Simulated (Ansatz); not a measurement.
The cluster Co₃W⁺. Charge 1, multiplicity 3. Geometry PBE-D4/def2-SVP; atoms count from 1.

| atom | x (Å) | y (Å) | z (Å) |
| --- | --- | --- | --- |
| Co1 | 1.177 | -1.318 | -0.090 |
| Co2 | -1.231 | 0.782 | 0.998 |
| Co3 | -0.734 | -0.205 | -1.075 |
| W4 | 0.788 | 0.741 | 0.167 |

In the def2 sets W takes a core potential; there is no spin–orbit coupling. The charge 1 triplet is spin-contaminated (final ⟨S²⟩ up to 4.94, 2.00 for a pure state). The geometry of the triplet was relaxed on an unsound state (⟨S²⟩ 3.08, where a pure state has 2.00). At PBE0-D4/def2-TZVP a quintet of charge 1 lies 0.07 eV below the triplet, each at its own geometry. That quintet is doubtful there (⟨S²⟩ 8.82, where a pure state has 6.00). The structure comes from a short search, and lower isomers may exist.

(1) Estimate the Mulliken populations from the PBE0/def2-TZVP orbitals of Ansatz.

(2) Where does the spin sit?

(3) And the Mayer bond orders between bonded heavy atoms (over 0.3)?

Results:

(1) 
| atom | charge (e) | spin (α − β) | d electrons |
| --- | --- | --- | --- |
| Co1 | 0.29 | -2.05 | 7.68 |
| Co2 | 0.27 | 2.28 | 7.66 |
| Co3 | 0.25 | 2.25 | 7.65 |
| W4 | 0.19 | -0.48 | 4.64 |
Mulliken values and Mayer orders depend strongly on the basis.

(2) Summed by element: Co 2.48, W -0.48, of 2 unpaired in all. Largest on single atoms: Co2 2.28, Co3 2.25, Co1 -2.05.

(3) Co1–Co3 0.53 (2.42 Å); Co1–W4 2.04 (2.11 Å); Co2–Co3 0.60 (2.35 Å); Co2–W4 1.80 (2.18 Å); Co3–W4 1.50 (2.18 Å).
